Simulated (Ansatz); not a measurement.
```yaml
crystal:
  periodic: [true, true, true]
  atoms:
    - {symbol: C, position_ang: [-1.564573, 0.529875, -0.299619]}
    - {symbol: Al, position_ang: [0.258972, 0.165088, -0.932063]}
    - {symbol: B, position_ang: [1.755630, -0.618653, 0.433626]}
    - {symbol: O, position_ang: [1.467553, -0.881620, 1.733705]}
    - {symbol: H, position_ang: [-2.289370, -0.067293, -0.865133]}
    - {symbol: H, position_ang: [-1.735415, 0.330261, 0.761969]}
    - {symbol: H, position_ang: [-1.830290, 1.577287, -0.482823]}
    - {symbol: H, position_ang: [0.563005, 0.468303, -2.469397]}
    - {symbol: H, position_ang: [2.898969, -0.864256, 0.143651]}
    - {symbol: H, position_ang: [0.558519, -0.690291, 1.978885]}
basis:
  gaussian: {orbitals: def2-TZVPD}
hamiltonian: {xc: {name: HF}}
correlation: {method: ccsd_t, electrons: outside_noble_gas}
```

```sh
$ ansatz run in.yaml --threads 2 --pin off --events-out ev --progress --plain --max-ram 4352MiB
```

It prints (some lines left out):

```
Error: YAML parse error: error: line 2 column 3: crystal: missing field `lattice` (a structure is typed as `lattice` and `atoms`, a molecule's as `atoms` in Å alone, or read from a run's directory, `checkpoint`)
 --> <input>:2:3
1 | crystal:
2 |   periodic: [true, true, true]
3 |   atoms:
4 |     - {symbol: C, position_ang: [-1.564573, 0.529875, -0.299619]}
```

**Question.** What is wrong with this run?

**Answer.** The molecule is marked periodic without a cell. The input was rejected before any iteration.
